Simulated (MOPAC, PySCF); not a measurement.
CH3I3OSn, SMILES `[I][Sn]([I])([I])[O]C` (C–O–Sn–I torsion 180°), neutral singlet in the gas phase. 

Cartesian coordinates (Å):
SMILES: C[O][Sn]([I])([I])[I]
```xyz
9

C     -1.5518    -0.0482    -0.3070
O     -0.3872    -0.8489    -0.4270
Sn     1.3705    -0.1124     0.2057
I      3.1474    -2.0810    -0.2663
I      1.1680     0.4821     2.8496
I      1.9364     2.1438    -1.1987
H     -2.3982    -0.6437    -0.7113
H     -1.7941     0.2109     0.7503
H     -1.4911     0.8974    -0.8952
```
Charge 0, spin multiplicity 1.

All levels are single points at this geometry (PBE-D3(BJ)/def2-SVP); Pople sets use spherical d functions. Orbital energies aren't observables, and empty levels follow the basis.

PBE-D3(BJ)/def2-TZVP in PySCF gives dipole (D) = 0.80.

Q: Estimate the dipole (D) from each of these levels: B3LYP/LANL2DZ in PySCF; M06-2X/6-31G* (LANL2DZ on I, Sn) in PySCF; AM1 in MOPAC; PM3 in MOPAC; PM6 in MOPAC.

A: 
| level | dipole (D) |
|---|---|
| B3LYP/LANL2DZ in PySCF | 1.39 |
| M06-2X/6-31G* (LANL2DZ on I, Sn) in PySCF | 1.18 |
| AM1 in MOPAC | 0.80 |
| PM3 in MOPAC | 2.44 |
| PM6 in MOPAC | 1.56 |
